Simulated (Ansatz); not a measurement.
Reaction (formal loss of a carbene): `F[CH2][GeH2][Cl]` → `[CH2]` (triplet) + `[F][GeH2][Cl]`

Computed with Ansatz on PBE0-D4/def2-TZVP structures; ΔE is electronic, products minus reactants. CCSD(T)/CBS adds triple-zeta CCSD(T) − MP2 to the extrapolated MP2 energy (def2 sets, frozen cores). This one scheme is used for every species. DFT in def2-TZVPP. B3LYP here is the variant with VWN-RPA as its local correlation; programs differ in this. Triplets are unrestricted, without spin–orbit coupling. For Ge outer-core shells are correlated without core-valence functions, which leaves a few kJ/mol of doubt a bond. Scalar relativity is left out up to krypton. One conformer a species, not always the lowest.

`F[CH2][GeH2][Cl]`:

Z-matrix (Å, degrees):
```
C
Ge 1 1.969
F 1 1.380 2 110.6
H 1 1.095 2 109.9 3 120.0
H 1 1.093 2 110.0 3 -120.3
Cl 2 2.155 1 107.8 3 72.2
H 2 1.536 1 110.4 3 -171.2
H 2 1.532 1 111.7 3 -45.4
```

`[CH2]` (triplet):

Z-matrix (Å, degrees):
```
C
H 1 1.079
H 1 1.079 2 134.9
```

`[F][GeH2][Cl]`:

Cartesian coordinates in Å:
```
F -1.207 -1.179 0.097
Ge 0.070 -0.014 0.137
Cl 0.008 1.012 -1.732
H 1.383 -0.790 0.239
H -0.254 0.971 1.260
```

| level | ΔE (kJ/mol) | difference from CCSD(T)/CBS |
| --- | --- | --- |
| r2SCAN-D4 | 272.0 | -22.1 |
| PBE0-D4 | 297.2 | 3.1 |
| B3LYP-D4 | 291.4 | -2.7 |
| ωB97X-V | 306.8 | 12.7 |
| B2PLYP | 283.2 | -10.9 |
| PBE | 303.6 | 9.5 |
| PBE0 | 292.2 | -1.9 |
| B3LYP | 282.1 | -12.0 |
| MP2/def2-TZVPP | 287.3 | -6.8 |
| SCS-MP2/def2-TZVPP | 290.1 | -4.0 |
| CCSD/def2-TZVPP | 271.7 | -22.4 |
| HF/def2-QZVPP | 140.1 | -154.0 |
| MP2/def2-QZVPP | 292.9 | -1.2 |
| SCS-MP2/def2-QZVPP | 296.5 | 2.4 |
| HF/CBS(def2) | 139.8 | -154.3 |
| MP2/CBS(def2) | 298.5 | 4.4 |
| CCSD(T)/CBS | 294.1 | 0 |

Largest T1 diagnostic among the species: 0.011.

The D4 term adds +9.3 kJ/mol with B3LYP and +5.0 kJ/mol with PBE0; it sums over pairs of atoms, weighted by their polarisabilities, and B3LYP, whose exchange is more repulsive, gets the larger term. From PBE to PBE0 (25 % exact exchange), in def2-TZVPP and without D4, ΔE moves by −11.4 kJ/mol. In def2-TZVPP, CCSD(T) changes the Hartree–Fock value by +140.4 kJ/mol (the triples alone add +11.1 kJ/mol) and MP2 by +144.8 kJ/mol.
